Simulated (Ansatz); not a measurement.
Other settings, tried on IrO2⁺.

```yaml
crystal:
  periodic: [false, false, false]
  atoms:
    - {symbol: Ir, position_ang: [-0.147381, -0.313430, 0.030552]}
    - {symbol: O, position_ang: [1.509879, -0.519931, -0.028836]}
    - {symbol: O, position_ang: [-1.362498, 0.833362, -0.001716]}
basis:
  gaussian: {orbitals: def2-SVP, fitting: {mean_field: def2-universal-jkfit}}
total_charge: 1
hamiltonian: {xc: {name: r2SCANh}, pseudopotentials: {relativity: scalar}}
scf: {omitted_lower_state_checks: [starts]}
```

```sh
$ ansatz run in.yaml --threads 4 --pin off --events-out ev --progress --plain --max-ram 3916MiB
```

Shortened log:

```
Functional definition: r2SCANh
381 factors; integrals over basis functions are off by at most 9.4e-2 eV
mean field evaluation 1: about -6902.3265 eV, gradient 9.4e1 eV
mean field evaluation 2: about -6764.2414 eV, gradient 2.5e2 eV
mean field evaluation 4: about -6917.7111 eV, gradient 1.4e1 eV
mean field evaluation 8: about -6918.1316 eV, gradient 1.4e-1 eV
mean field evaluation 16: about -6918.1316 eV, gradient 6.0e-5 eV
mean field -6918.13159148 eV, -254.2366467089 hartree, gradient 6.0e-5 eV, S^2 0.000000; 0 other end points of the search recorded, 0 dependent functions left out
reference -6918.13160327 eV, -254.2366471422 hartree; 16, 16 occupied and 44, 44 virtual orbitals, 381 factors
Total energy: -6918.13160327 eV, -254.2366471422 hartree
Relativity: scalar
Checks for a lower state left out: starts
```

It took 0.95 s on 4 threads of Arm Neoverse V1 on a shared host.

In the def2 sets Ir takes a core potential; there is no spin–orbit coupling. The restricted singlet is unstable towards broken spin symmetry at other levels; at RKS r2SCANh/def2-SVP this wasn't settled.
